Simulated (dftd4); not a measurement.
hydrogen bromide (HBr), singlet, geometry from GFN2-xTB; dftd4 with D4 for pbe0.

dftd4 was given this input:
```
$ dftd4 mol.xyz --func pbe0 --charge 0 --json dftd4.json --noedisp --grad

# file mol.xyz
2

Br    -0.00000000    -0.00000000    -0.03893503
H      0.00000000     0.00000000     1.36272591
```

Output, abridged:

```
                    ____  _____ _____     ____  _  _
      -------------|  _ \|  ___|_   _|---|  _ \| || |------------
     |             | | | | |_    | | ___ | | | | || |_           |
     |             | |_| |  _|   | ||___|| |_| |__   _|          |
     |             |____/|_|     |_|     |____/   |_|            |
     |             ===================================           |
     |            E. Caldeweyher, S. Ehlert & S. Grimme          |
     |          Mulliken Center for Theoretical Chemistry        |
     |                    University of Bonn                     |
      -----------------------------------------------------------

Rational (Becke-Johnson) damping: pbe0-D4-ATM
---------------------
  s6         1.0000
  s8         1.2007
  s9         1.0000
  a1         0.4009
  a2         5.0293
 alp        16.0000
--------------------

Dispersion energy:      -2.0259918739239E-04 Eh

Gradient norm:           9.2481081925804E-06 Eh/a0
--------------------------------------------------
     #    Z           dE/dx      dE/dy      dE/dz
--------------------------------------------------
     1   35 Br    0.000E+00  0.000E+00  6.539E-06
     2    1 H     0.000E+00  0.000E+00 -6.539E-06
--------------------------------------------------

Virial:
--------------------------------------------------
      component           x          y          z
--------------------------------------------------
          x       0.000E+00  0.000E+00  0.000E+00
          y       0.000E+00  0.000E+00  0.000E+00
          z       0.000E+00  0.000E+00 -1.732E-05
--------------------------------------------------

[Info] Dispersion results written to 'dftd4.txt'
[Info] JSON dump of results written to 'dftd4.json'
```
